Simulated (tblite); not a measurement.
Task: What does the GFN2-xTB structure of `N#C[C@@H]([SiH][SiH3])[SiH2]C` [radical] look like in three dimensions? (Doublet state.)

Result: 
Z-matrix in Å and degrees, rows numbered from 1:
```
C 
Si  1  1.8949
C   2  1.9200  1  109.22
C   3  1.4170  2  109.24  1    57.44
N   4  1.1487  3  176.71  2    83.76
Si  3  1.9418  2  115.51  1   175.31
Si  6  2.2869  3  115.08  2   -63.58
H   1  1.0871  2  111.74  3    65.30
H   1  1.0860  2  111.24  3  -174.48
H   1  1.0872  2  110.79  3   -54.61
H   2  1.4658  1  110.68  3   119.44
H   2  1.4679  1  111.49  3  -117.09
H   3  1.0927  2  109.04  1   -61.03
H   6  1.4792  3  103.12  2   164.03
H   7  1.4657  6  120.08  3   -54.89
H   7  1.4692  6  107.91  3    67.51
H   7  1.4670  6  107.07  3  -176.66
```

Si7 (silicon bonded to Si and 3 H) is distorted tetrahedral (angles from 106.7° to 120.1°). Si2 (silicon bonded to 2 C and 2 H) is tetrahedral (angles from 106.2° to 111.5°). Si6 (silicon bonded to C, Si and H) is pyramidal (angles 119.9°, 115.1° and 103.1°, sum 338.1°, 0.51 Å off the plane of its three neighbours). The C–Si distances run from 1.895 Å (C1–Si2, drawn single) to 1.942 Å (C3–Si6, drawn single), a spread of 0.047 Å.

Structure optimised with GFN2-xTB, isolated species. This method treats the open shell by occupation alone, without spin polarisation.

Point group: C1 (no symmetry element, even within 0.4 Å). Its GFN2-xTB frequencies are all real (lowest 30 cm⁻¹). Torsions: C1–Si2–C3–C4 57°, Si2–C3–Si6–Si7 -64°. 3 starts were optimised and ended at 0.00, 0.44 and 1.40 kcal/mol (GFN2-xTB); the lowest of these is shown.

One conformer stands for the species.

These are computed values.
